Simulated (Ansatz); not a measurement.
Name a neutral molecule of C, F, Ga and H with LUMO energy (ωB97M-V/def2-TZVPP) between -0.55 and -0.25 eV and HOMO energy (ωB97M-V/def2-TZVPP) between -10.40 and -10.10 eV (Ansatz, PBE0-D4/def2-TZVP geometry).

`F[CH](F)[GaH2]` (-0.34 eV, -10.14 eV). Other molecules can fit too; these were computed, each in one conformer that needn't be the lowest.
